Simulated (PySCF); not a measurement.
Polarisability and C₆ of Ru (ruthenium, neutral)

[Kr] 4d7 5s1, high-spin 5F determinant. Calculation: PySCF 2.14, in aug-cc-pV5Z-PP with ECP28MDF (8s8p7d5f4g3h2i, 197 functions); a scalar-relativistic core potential. Coupled (time-dependent) response in atomic units; α is the mean over directions.

```
method  mean α (bohr³)  C₆ (like pair)  S(−4)
  TPSS           61.05           585.0   2177
```

S(−4) is the Cauchy moment in α(ω) = α(0) + S(−4) ω² + …

Reference α: 72 ± 10 bohr³ (recommended; Schwerdtfeger and Nagle, table of static dipole polarizabilities (2023 update)). Published C₆: 809.0 (Gould and Bucko (2016)).

Spin-orbit coupling is absent.

α(iu) at TPSS:

```json
{"u (hartree)": "0", "α(iu) (bohr³)": "61.05"}
{"u (hartree)": "0.0500", "α(iu) (bohr³)": "56.18"}
{"u (hartree)": "0.100", "α(iu) (bohr³)": "46.11"}
{"u (hartree)": "0.200", "α(iu) (bohr³)": "29.48"}
{"u (hartree)": "0.300", "α(iu) (bohr³)": "20.46"}
{"u (hartree)": "0.500", "α(iu) (bohr³)": "12.22"}
{"u (hartree)": "0.750", "α(iu) (bohr³)": "7.867"}
{"u (hartree)": "1.00", "α(iu) (bohr³)": "5.645"}
{"u (hartree)": "1.50", "α(iu) (bohr³)": "3.397"}
{"u (hartree)": "2.00", "α(iu) (bohr³)": "2.285"}
{"u (hartree)": "3.00", "α(iu) (bohr³)": "1.234"}
{"u (hartree)": "5.00", "α(iu) (bohr³)": "0.5182"}
```

A single London oscillator, α(iu) = α/(1 + u²/ω²), gives C₆ = (3/4) ω α². Matching the computed C₆ needs ω = 4 × 585.0 / (3 × 61.05²) = 0.209 hartree.

Energies and moments cover only the electrons outside the core potential.
